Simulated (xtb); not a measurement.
Job for xtb: GFN1-xTB on MgN+, 2S+1 = 3, a spin state set in the input, which need not be the lowest, a point of a bond scan (R = 2.159 Å). Charge +1.

```
$ xtb mol.xyz --gfn 1 --sp --chrg 1 --uhf 2
2

N      0.00000000     0.00000000     0.00000000
Mg     0.00000000     0.00000000     2.15894600
```

It printed:

```
[...]
           -------------------------------------------------
          |                Calculation Setup                |
           -------------------------------------------------



           -------------------------------------------------
          |                 G F N 1 - x T B                 |
           -------------------------------------------------

        Reference                      10.1021/acs.jctc.7b00118
      * Hamiltonian:
        H0-scaling (s, p, d)           1.850000    2.250000    2.000000
        zeta-weighting                 0.000000
      * Dispersion:
        s8                             2.400000
        a1                             0.630000
        a2                             5.000000
        s9                             0.000000
      * Repulsion:
        kExp                           1.500000
        rExp                           1.000000
      * Coulomb:
        alpha                          2.000000
        third order                    atomic
        anisotropic                    false
      * Halogen bond correction:
        rad-scale                      1.300000
        damping                        0.440000


          ...................................................
          :                      SETUP                      :
          :.................................................:
          :  # basis functions                   8          :
          :  # atomic orbitals                   8          :
          :  # shells                            4          :
          :  # electrons                         6          :
          :  # halogen bonds                     0          :
          :  max. iterations                   250          :
          :  Hamiltonian                  GFN1-xTB          :
          :  restarted?                      false          :
          :  GBSA solvation                  false          :
          :  PC potential                    false          :
          :  electronic temp.          300.0000000     K    :
          :  accuracy                    1.0000000          :
          :  -> integral cutoff          0.2500000E+02      :
          :  -> integral neglect         0.1000000E-07      :
          :  -> SCF convergence          0.1000000E-05 Eh   :
          :  -> wf. convergence          0.2000000E-04 e    :
          :  Broyden damping             0.4000000          :
          :  net charge                          1          :
          :  unpaired electrons                  2          :
          ...................................................

 iter      E             dE          RMSdq      gap      omega  full diag
   1     -0.9864595 -0.986459E+00  0.266E+01    2.25       0.0  T
   2     -2.5351935 -0.154873E+01  0.175E+01   12.54       1.0  T
   3     -2.6658871 -0.130694E+00  0.126E+01    6.02       1.0  T
   4      1.1812156  0.384710E+01  0.438E+01   16.52       1.0  T
   5      0.8506079 -0.330608E+00  0.406E+01   12.17       1.0  T
   6      0.4626924 -0.387916E+00  0.376E+01    9.07       1.0  T
   7     -2.6196484 -0.308234E+01  0.125E+01    7.66       1.0  T
   8     -2.8751774 -0.255529E+00  0.775E+00    2.74       1.0  T
   9     -3.0709858 -0.195808E+00  0.716E+00    0.71       1.0  T
  10     -2.8151042  0.255882E+00  0.111E+01    3.30       1.0  T
  11     -2.8485010 -0.333968E-01  0.111E+01    0.51       1.0  T
  12     -2.9684231 -0.119922E+00  0.798E+00    2.11       1.0  T
  13     -2.8992297  0.691933E-01  0.101E+01    0.53       1.0  T
  14     -3.1332351 -0.234005E+00  0.316E+00    1.27       1.0  T
  15     -2.9880059  0.145229E+00  0.807E+00    0.60       1.0  T
  16     -3.1480879 -0.160082E+00  0.227E+00    0.94       1.0  T
  17     -3.0637915  0.842964E-01  0.589E+00    0.69       1.0  T
  18     -3.1237940 -0.600025E-01  0.356E+00    0.83       1.0  T
  19     -3.0944764  0.293176E-01  0.475E+00    0.75       1.0  T
  20     -3.1271847 -0.327083E-01  0.325E+00    0.84       1.0  T
  21     -3.1215447  0.563999E-02  0.345E+00    0.82       1.0  T
  22     -3.1455603 -0.240156E-01  0.169E+00    1.17       1.0  T
  23     -3.1524325 -0.687220E-02  0.550E-01    1.00       1.0  T
  24     -3.1531702 -0.737653E-03  0.200E-01    1.06       1.0  T
  25     -3.1532698 -0.996575E-04  0.598E-02    1.04       1.2  T
  26     -3.1532789 -0.909858E-05  0.183E-02    1.04       3.9  T
  27     -3.1532798 -0.911058E-06  0.217E-03    1.04      32.6  T
  28     -3.1532799 -0.133531E-07  0.145E-04    1.04     488.7  T
  29     -3.1532799 -0.479794E-10  0.281E-05    1.04    2516.8  T

   *** convergence criteria satisfied after 29 iterations ***

         #    Occupation            Energy/Eh            Energy/eV
      -------------------------------------------------------------
         1        2.0000           -1.0217467             -27.8031
         2        2.0000           -0.7741525             -21.0658
         3        1.0000           -0.7474659             -20.3396
         4        1.0000           -0.7474659             -20.3396 (HOMO)
         5                         -0.7092205             -19.2989 (LUMO)
         6                         -0.4885580             -13.2943
         7                         -0.4885580             -13.2943
         8                         -0.2782924              -7.5727
      -------------------------------------------------------------
                  HL-Gap            0.0382454 Eh            1.0407 eV
             Fermi-level           -0.7445762 Eh          -20.2609 eV

 transition dipole moment (au) for excitation:           3           4
     X       Y       Z
   0.0000  -0.0000   0.0000  total (au/Debye):    0.000   0.000
 dE (eV)             :    0.000
 oscillator strength :  0.28158E-46

 SCC (total)                   0 d,  0 h,  0 min,  0.003 sec
 SCC setup                      ...        0 min,  0.000 sec (  4.111%)
 Dispersion                     ...        0 min,  0.000 sec (  1.911%)
 classical contributions        ...        0 min,  0.000 sec (  2.605%)
 integral evaluation            ...        0 min,  0.000 sec (  7.954%)
 iterations                     ...        0 min,  0.002 sec ( 62.282%)
 molecular gradient             ...        0 min,  0.000 sec (  7.333%)
 printout                       ...        0 min,  0.000 sec ( 13.163%)

         :::::::::::::::::::::::::::::::::::::::::::::::::::::
         ::                     SUMMARY                     ::
         :::::::::::::::::::::::::::::::::::::::::::::::::::::
         :: total energy              -3.152712790406 Eh    ::
         :: gradient norm              0.030806379699 Eh/a0 ::
         :: HOMO-LUMO gap              1.040709107269 eV    ::
         ::.................................................::
         :: SCC energy                -3.153279859547 Eh    ::
         :: -> electrostatic           0.171113481965 Eh    ::
         :: repulsion energy           0.000877751849 Eh    ::
         :: dispersion energy         -0.000310682708 Eh    ::
         :: halogen bond corr.         0.000000000000 Eh    ::
         :: add. restraining           0.000000000000 Eh    ::
         :: total charge               1.000000000058 e     ::
         :::::::::::::::::::::::::::::::::::::::::::::::::::::

           -------------------------------------------------
          |                Property Printout                |
           -------------------------------------------------

    * Orbital Energies and Occupations

         #    Occupation            Energy/Eh            Energy/eV
      -------------------------------------------------------------
         1        2.0000           -1.0217467             -27.8031
         2        2.0000           -0.7741525             -21.0658
Note: The following floating-point exceptions are signalling: IEEE_DENORMAL
normal termination of xtb
         3        1.0000           -0.7474659             -20.3396
         4        1.0000           -0.7474659             -20.3396 (HOMO)
         5                         -0.7092205             -19.2989 (LUMO)
         6                         -0.4885580             -13.2943
         7                         -0.4885580             -13.2943
         8                         -0.2782924              -7.5727
      -------------------------------------------------------------
                  HL-Gap            0.0382454 Eh            1.0407 eV
             Fermi-level           -0.7445762 Eh          -20.2609 eV

  Mulliken/CM5 charges         n(s)   n(p)   n(d)
     1N     0.21750  0.12252   1.851  2.931  0.000
     2Mg    0.78250  0.87748   1.002  0.215  0.000

Wiberg/Mayer (AO) data.
largest (>0.10) Wiberg bond orders for each atom

 ---------------------------------------------------------------------------
     #   Z sym  total        # sym  WBO       # sym  WBO       # sym  WBO
 ---------------------------------------------------------------------------
     1   7 N    1.404 --     2 Mg   1.404
     2  12 Mg   1.404 --     1 N    1.404
 ---------------------------------------------------------------------------

Topologies differ in total number of bonds
Writing topology from bond orders to xtbtopo.mol

 dipole moment from electron density (au)
     X       Y       Z
  -0.0000   0.0000   3.7432  total (Debye):    9.514


           -------------------------------------------------
          | TOTAL ENERGY               -3.152712790406 Eh   |
          | GRADIENT NORM               0.030806379699 Eh/α |
          | HOMO-LUMO GAP               1.040709107269 eV   |
           -------------------------------------------------

------------------------------------------------------------------------
------------------------------------------------------------------------
 total:
 SCF:
```

The run finished.

Cost: roughly 0.06 core-seconds.
